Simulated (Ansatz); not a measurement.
`B[CH](Cl)[GaH][OH]`, relaxed with RKS PBE-D4/def2-SVP in Ansatz 0.2.0 from a rough embedded geometry. The force threshold is 0.03 eV/Å; the program also tests the step.

The species carries charge 0 and has multiplicity 1.

Start:

```xyz
10

B     0.362    0.055   -1.530
C     0.382    0.762   -0.072
Cl    0.308    2.525   -0.275
Ga   -0.255    0.144    1.730
O    -0.746   -1.609    1.596
H    -0.610   -0.671   -1.745
H     1.133    0.267   -2.336
H     1.336    0.457    0.415
H    -1.632    0.278    1.241
H    -0.277   -2.207    0.974
```

Task: How much energy does the relaxation release, and in how many steps? (Estimate.)

Result: Ansatz gave: 93.63 kcal/mol, in 18 steps, 1 of them rejected.

Task: Which bonds change most? (Best estimate.)

Result: Ansatz gave: B1–Cl3 from 2.771 to 2.125 Å; C2–Cl3 from 1.776 to 1.882 Å; Ga4–H9 from 1.468 to 1.565 Å; B1–H7 from 1.136 to 1.215 Å.

Task: Give the relaxed structure. (Estimate.)

Result: Computed: 
```xyz
10

B     0.316    0.388   -1.605
C     0.635    0.383   -0.056
Cl    0.387    2.197   -0.493
Ga   -0.811   -0.236    1.144
O    -0.643   -1.845    1.947
H    -0.835    0.248   -1.977
H     1.228    0.392   -2.408
H     1.691    0.288    0.256
H    -2.177    0.478    1.409
H     0.208   -2.293    1.783
```
